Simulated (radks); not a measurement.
Effect of the nuclear size on the cerium ion Ce4+, [Xe]. Calculated with a radial shooting solver on a logarithmic mesh with Libxc functionals: Dirac Kohn-Sham, LDA (Slater exchange, Perdew-Wang correlation), spin-unpolarised, spherical densities, finite nucleus; Fermi nuclear charge, rms radius 4.8771 fm. The rms radius is varied about that value; shifts are against it.

| rms radius (fm) | total energy shift (eV) | density at nucleus (e/bohr^3) | 1s1/2 shift (meV) | 2s1/2 shift (meV) | 4p1/2 shift (meV) | 5s1/2 shift (meV) | 5p1/2 shift (meV) | 5p3/2 shift (meV) | 6s1/2 (empty) shift (meV) |
|---|---|---|---|---|---|---|---|---|---|
| 4.087 | -3.12 | 3.957e+05 | -1300 | -158 | 0.475 | -1.38 | 0.127 | 0.161 | -0.348 |
| 4.5455 | -1.36 | 3.87e+05 | -566 | -69.1 | 0.207 | -0.602 | 0.055 | 0.070 | -0.152 |
| 4.8771 | 0 | 3.814e+05 | 0.000 | 0.000 | 0.000 | 0.000 | 0.000 | 0.000 | 0.000 |
| 5.1405 | 1.14 | 3.773e+05 | 472 | 57.6 | -0.173 | 0.502 | -0.046 | -0.058 | 0.127 |
| 5.7208 | 3.80 | 3.69e+05 | 1580 | 193 | -0.579 | 1.68 | -0.155 | -0.196 | 0.425 |

Slopes of the eigenvalues against <r^2> in GHz/fm^2, as finite differences over the two radii next to the reference (eigenvalue slopes, not the field-shift constants of lines): 1s1/2 43500, 2s1/2 5320, 4p1/2 -16.0, 5s1/2 46.3, 5p1/2 -4.26, 5p3/2 -5.40, 6s1/2 (empty) 11.7.
